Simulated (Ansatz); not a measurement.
Molecule: C4H6Si2 (charge 0, singlet). SMILES: C#C[SiH2]C#C[SiH3]
Geometry: optimised at B3LYP-D3(BJ)/def2-TZVP (Ansatz, a first-principles code).

Quantity: vertical ionisation energy (to the doublet state of charge +1; each state is the SCF solution reached for its spin), in eV. Correlated levels leave the core frozen unless marked. UHF or UKS for open shells. Spin-orbit coupling is left out. No relativistic terms. Basis-set limits of correlation are two-point, X^-3; Hartree-Fock from the larger set. [CCSD(T)-MP2]/basis is that difference in the basis named.

```csv
level,program,vertical ionisation energy (eV)
HF/aug-cc-pV(Q+d)Z,Ansatz,9.11
PBE/def2-TZVPD,Ansatz,9.47
```

### Question
Estimate the value at RI-MP2/CBS(aug-cc-pV(T+d)Z,aug-cc-pV(Q+d)Z)+[CCSD(T)-MP2]/aug-cc-pV(T+d)Z as computed with Ansatz.

### Answer
10.62 eV, so PBE/def2-TZVPD differs from it by -1.15 eV.
